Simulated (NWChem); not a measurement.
# ScH2O2Br; SMILES [OH][Sc]([OH])[Br]

```xyz
6

Sc     0.0000     0.0000     0.8901
Br     0.0000     0.0000    -1.5985
O      0.0000    -1.5784     1.8177
H      0.0000    -2.3043     2.4427
O      0.0000     1.5784     1.8177
H      0.0000     2.3043     2.4427
```
Atoms are numbered in this order, from 1.

Level: PBE0/def2-SVP (NWChem), optimised geometry, unscaled harmonic frequencies. This build's default masses of Se (78.918 u) and Br (79.917 u) are each other's, which moves their modes by up to 0.6 %.

### Question
List the harmonic frequencies with IR intensities, and the thermochemistry.

### Answer
| frequency (cm⁻¹) | IR intensity (km/mol) |
|---|---|
| 82 | 7.5 |
| 104 | 90.2 |
| 117 | 75.5 |
| 149 | 8.8 |
| 280 | 74.2 |
| 325 | 169.4 |
| 381 | 0.0 |
| 405 | 385.8 |
| 759 | 174.0 |
| 794 | 255.1 |
| 3998 | 304.5 |
| 4002 | 203.8 |

* **zero-point energy**: 16.3 kcal/mol
* **thermal correction to the enthalpy at 298.15 K (with zero-point energy)**: 21.5 kcal/mol
* **heat capacity Cv**: 21.4 cal/(mol K)
* **entropy at 298.15 K and 1 atm (symmetry number 2)**: 85.9 cal/(mol K)
* **dipole moment**: 4.45 D

Rigid rotor and harmonic oscillator; modes under 100 cm⁻¹ make the entropy uncertain.
